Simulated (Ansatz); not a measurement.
```yaml
crystal:
  periodic: [false, false, false]
  atoms:
    - {symbol: C, position_ang: [1.410699, -1.915841, -0.348758]}
    - {symbol: O, position_ang: [0.647315, -1.089666, 0.504226]}
    - {symbol: B, position_ang: [-0.001625, -0.001624, 0.002746]}
    - {symbol: O, position_ang: [0.085179, 0.291381, -1.325068]}
    - {symbol: C, position_ang: [-0.585213, 1.418117, -1.848420]}
    - {symbol: O, position_ang: [-0.737339, 0.793591, 0.829165]}
    - {symbol: C, position_ang: [-0.829669, 0.493541, 2.205511]}
    - {symbol: H, position_ang: [0.789947, -2.357115, -1.133124]}
    - {symbol: H, position_ang: [2.219257, -1.354886, -0.825008]}
    - {symbol: H, position_ang: [1.838145, -2.712841, 0.260359]}
    - {symbol: H, position_ang: [-1.664839, 1.344903, -1.692938]}
    - {symbol: H, position_ang: [-0.379303, 1.456479, -2.918447]}
    - {symbol: H, position_ang: [-0.232483, 2.341619, -1.381631]}
    - {symbol: H, position_ang: [-1.459138, 1.254732, 2.667216]}
    - {symbol: H, position_ang: [0.154729, 0.504993, 2.680855]}
    - {symbol: H, position_ang: [-1.278361, -0.490080, 2.367715]}
basis:
  gaussian: {orbitals: x2c-TZVPPall, nuclear_model: gaussian}
total_charge: -1
magnetization: {spin_polarized: true, initial_magnetization: 1}
hamiltonian: {xc: {name: B2PLYP}}
```

```sh
$ ansatz run in.yaml --threads 2 --pin off --events-out ev --progress --plain --max-ram 32768MiB --backend cuda --devices 0, --max-vram 18GiB
```

Output, abridged:

```
Functional definition: B2PLYP
  name "B2PLYP"
  cite "Grimme, J. Chem. Phys. 124, 034108 (2006) doi:10.1063/1.2148954"
  cite "Becke, Phys. Rev. A 38, 3098 (1988) doi:10.1103/PhysRevA.38.3098"
  cite "Lee, Yang & Parr, Phys. Rev. B 37, 785 (1988) doi:10.1103/PhysRevB.37.785"
  parameter a = 0.53
  parameter c = 0.27
  exchange = (1 - a)*b88_x + a*exact_x
  correlation = (1 - c)*lyp_c + c*(mp2_os + mp2_ss)
2071 factors; integrals over basis functions are off by at most 1.2e-3 eV
mean field evaluation 1: about -10061.9279 eV, gradient 3.1e1 eV
mean field evaluation 2: about -10062.1523 eV, gradient 3.1e1 eV
mean field evaluation 4: about -10066.4194 eV, gradient 3.5e0 eV
mean field evaluation 8: about -10066.5041 eV, gradient 4.5e-1 eV
mean field evaluation 16: about -10066.5084 eV, gradient 6.8e-4 eV
a density is far from that of the atoms, so the factors are made again for it
2122 factors; integrals over basis functions are off by at most 1.2e-3 eV
mean field evaluation 64: about -10066.5084 eV, gradient 4.5e-5 eV
mean field -10066.50835970 eV, -369.9373588944 hartree, gradient 6.1e-6 eV, S^2 0.750607; 5 other end points of the search recorded, 0 dependent functions left out
7 core orbitals not correlated: weight in the atoms' cores, before any rotation towards them, 1.000 or more for the frozen orbitals, at most 0.000 for the correlated occupied ones
reference -10066.50857759 eV, -369.9373669020 hartree; 22, 21 occupied and 314, 315 virtual orbitals, 2122 factors
second order -44.26718989 eV of doubles, -0.00000000 eV of singles
Total energy: -10078.46071887 eV, -370.3765999923 hartree
Relativity: scalar
```

Run time 32 s (2 threads of an AMD EPYC 7R13 on a shared host and a share of an NVIDIA H100 80 GB); peak host memory 1.6 GiB.
